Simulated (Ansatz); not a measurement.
Basis-set extrapolation for `F[SiH]([SiH3])S` (PBE0-D4/def2-TZVP geometry, frozen core, Ansatz). Multiplicity 1, RHF reference.

```tsv
	def2-TZVPP	def2-QZVPP
HF	-1077.919626	-1077.953980
MP2 correlation	-0.675235	-0.734935
CCSD(T) correlation	-0.754919	not run
```

Energies in hartree. Use E(X) = E(∞) + A·exp(−7.88·√X) for Hartree–Fock and E(X) = E(∞) + B·X^(−2.97) for correlation, with X = 3 and 4, and add CCSD(T) minus MP2 of the smaller set to the MP2 limit.

Question: What is the CCSD(T) energy at the basis-set limit?

Answer: HF limit: -1077.953980 + (-0.034354) × 0.13774 = -1077.95871. MP2 limit: -0.734935 + (-0.059700) × 0.74074 = -0.77916. Higher-order term: -0.754919 − (-0.675235) = -0.07968. Total: -1078.81755 hartree, 375.5 kJ/mol below CCSD(T)/def2-TZVPP.
